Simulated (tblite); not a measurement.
Species: C5H4OSi.
Atom-mapped SMILES: `[CH:1]#[C:2][Si@@H:3]1[CH:4]=[CH:5][C:6]1=[O:7]` (hydrogens: H8 on C1; H9 on Si3; H10 on C4; H11 on C5)

The geometry is computed with GFN2-xTB (gas phase).

Question: Give the optimised bond lengths and angles.

Answer: 
```tsv
bond	length (pm)
C1≡C2	120.3
C2–Si3	184.4
Si3–C4	190.7
C4=C5	134.4
C5–C6	147.8
C6=O7	120.4
Si3–C6	195.7
C1–H8	105.2
Si3–H9	146.0
C4–H10	107.8
C5–H11	107.9
```

A selection of angles:
```tsv
angle	degrees
C2–C1–H8	179.7
C1–C2–Si3	178.2
C2–Si3–C4	114.9
C2–Si3–C6	116.6
C2–Si3–H9	111.0
C4–Si3–C6	69.9
C4–Si3–H9	118.4
C6–Si3–H9	120.6
Si3–C4–C5	96.7
Si3–C4–H10	137.2
C5–C4–H10	126.1
C4–C5–C6	103.1
C4–C5–H11	130.0
C6–C5–H11	126.8
C5–C6–O7	130.8
Si3–C6–C5	90.3
Si3–C6–O7	138.9
```

Torsions: C2–Si3–C4–C5 -111° (anticlinal); Si3–C4–C5–C6 0° (synperiplanar); C4–C5–C6–O7 -179° (antiperiplanar); C2–Si3–C6–C5 108° (anticlinal).

The 3 C–Si bonds span 1.844 Å (C2–Si3, drawn single) to 1.957 Å (Si3–C6, drawn single), a spread of 0.113 Å. Si3 (SiH silicon) has angles from 69.9° to 120.6°. The 4-membered ring Si3–C4–C5–C6 has internal angles of 69.9° to 103.1° (sum 360°, against 360° for a flat polygon); it is planar, 0.00 Å rms from its mean plane, widest ring torsion 0°. The 3 C–C bonds span 1.203 Å (C1≡C2, drawn triple) to 1.478 Å (C5–C6, drawn single), a spread of 0.275 Å.

Point group: C1 (no symmetry element, even within 0.4 Å). Its GFN2-xTB frequencies are all real (lowest 75 cm⁻¹).
